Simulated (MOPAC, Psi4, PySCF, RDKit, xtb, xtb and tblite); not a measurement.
Two geometries of SMILES CC(C)c1ccccc1O (C9H12O), singlet, relaxed at GFN2-xTB with one dihedral held; other torsions can differ between them too.

Structure A

```
22

C      1.9467     0.3194     1.3506
C      1.3663     0.3641    -0.0643
C      2.1159    -0.5961    -0.9896
C     -0.1104     0.0519    -0.0420
C     -0.5854    -1.1855     0.3679
C     -1.9387    -1.4711     0.3925
C     -2.8505    -0.5082    -0.0001
C     -2.4016     0.7336    -0.4084
C     -1.0428     1.0246    -0.4138
O     -0.5959     2.2551    -0.8210
H      2.9978     0.5991     1.3339
H      1.8631    -0.6797     1.7720
H      1.4143     1.0116     1.9989
H      1.4844     1.3801    -0.4509
H      3.1645    -0.3130    -1.0511
H      1.6913    -0.5688    -1.9908
H      2.0587    -1.6174    -0.6207
H      0.1192    -1.9475     0.6655
H     -2.2803    -2.4442     0.7122
H     -3.9091    -0.7209     0.0061
H     -3.1068     1.4915    -0.7247
H     -1.2171     2.6297    -1.4549
```

Structure B

```
22

C     -1.9610     0.2812     1.3637
C     -1.3633     0.3713    -0.0421
C     -2.0958    -0.5643    -1.0055
C      0.1143     0.0629    -0.0202
C      0.5879    -1.1785     0.3843
C      1.9402    -1.4655     0.3954
C      2.8533    -0.5063    -0.0058
C      2.4052     0.7376    -0.4075
C      1.0467     1.0247    -0.4144
O      0.6297     2.2679    -0.8654
H     -3.0094     0.5707     1.3443
H     -1.8934    -0.7338     1.7479
H     -1.4330     0.9409     2.0497
H     -1.4879     1.3950    -0.4100
H     -3.1477    -0.2930    -1.0635
H     -1.6636    -0.4915    -2.0008
H     -2.0252    -1.5975    -0.6741
H     -0.1150    -1.9369     0.6955
H      2.2814    -2.4393     0.7143
H      3.9109    -0.7241    -0.0046
H      3.0989     1.5012    -0.7270
H      0.5613     2.8801    -0.1264
```

Question: Which is lower in energy at the level B3LYP-D3(BJ)/def2-SVP // GFN2-xTB in Psi4, and by how much?

Answer: A is lower, by 2.78 kcal/mol (dihedral C4–C9–O10–H22: 150° in A, 90° in B).

E(B) − E(A) in kcal/mol at the other levels, on the same two geometries: GFN2-xTB (xtb and tblite) 4.02; MMFF94 // GFN2-xTB (RDKit) 2.87; B3LYP/def2-SVP // GFN2-xTB (Psi4) 2.86; PBE/def2-SVP // GFN2-xTB (Psi4) 3.39; PBE-D3(BJ)/def2-SVP // GFN2-xTB (Psi4) 3.34; UFF // GFN2-xTB (RDKit) 4.91; PM7, restricted, heats of formation // GFN2-xTB (MOPAC) 1.73; AM1, restricted, heats of formation // GFN2-xTB (MOPAC) 1.45; GFN1-xTB // GFN2-xTB (xtb) 3.00; restricted B3LYP/6-31G*, spherical d, density fitting // GFN2-xTB (PySCF) 2.68; restricted B3LYP/3-21G, density fitting // GFN2-xTB (PySCF) 2.44; restricted MP2 (frozen core)/6-31G*, spherical d // GFN2-xTB (PySCF) 2.45; restricted LDA (SVWN5)/6-31G*, spherical d, density fitting // GFN2-xTB (PySCF) 3.58.
